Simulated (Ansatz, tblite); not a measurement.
Forces on K5H5 at its PBE-D4/def2-SVP geometry. Total charge 0; singlet.

The xTB rows come from tblite. The restricted singlet is unstable towards broken spin symmetry in Hartree–Fock (as tested in another run); at PBE-D4/def2-TZVP this wasn't settled. In the singlet, H7 and H9 lie 0.78 Å apart (atoms count from 1), so H2 has formed as a molecule. Another isomer (singlet) lies 0.27 eV lower at PBE0-D4/def2-TZVP; other spin states weren't run for this one.

GFN1-xTB (tblite), largest force 0.50 eV/Å:

```xyz
10
positions Å, forces eV/Å
K    -0.061   -4.075    2.781   -0.002    0.017   -0.032
K    -0.082    1.173   -1.900   -0.015   -0.249    0.342
K     0.959    0.310    1.681   -0.260   -0.114   -0.342
K     1.228   -2.382   -1.361   -0.240    0.236    0.267
K    -2.421   -1.211   -0.029    0.428   -0.018    0.005
H    -1.242    1.052    0.446   -0.289   -0.309   -0.133
H     0.033    2.922    0.642    0.373    0.331    0.048
H    -0.973   -1.261   -2.208   -0.026    0.007   -0.093
H     0.624    3.432    0.661    0.002    0.025    0.039
H     1.935    0.040   -0.713    0.029    0.074   -0.102
```

GFN2-xTB (tblite), largest force 0.44 eV/Å:

```
K 0.010 0.323 -0.275
K 0.064 0.146 -0.257
K 0.096 -0.319 0.287
K 0.002 -0.202 0.178
K -0.046 -0.265 0.165
H -0.194 0.017 -0.011
H 0.099 0.096 -0.045
H 0.009 0.071 -0.007
H -0.009 0.054 0.032
H -0.031 0.081 -0.067
```

PBE-D4/def2-TZVP (Ansatz), largest force 0.47 eV/Å:

```
K -0.001 -0.008 0.006
K 0.004 -0.020 0.013
K -0.003 -0.003 -0.014
K -0.008 0.021 -0.001
K 0.015 0.009 -0.010
H 0.012 -0.003 -0.008
H 0.346 0.309 0.011
H 0.003 0.007 0.016
H -0.354 -0.308 -0.012
H -0.014 -0.004 -0.001
```
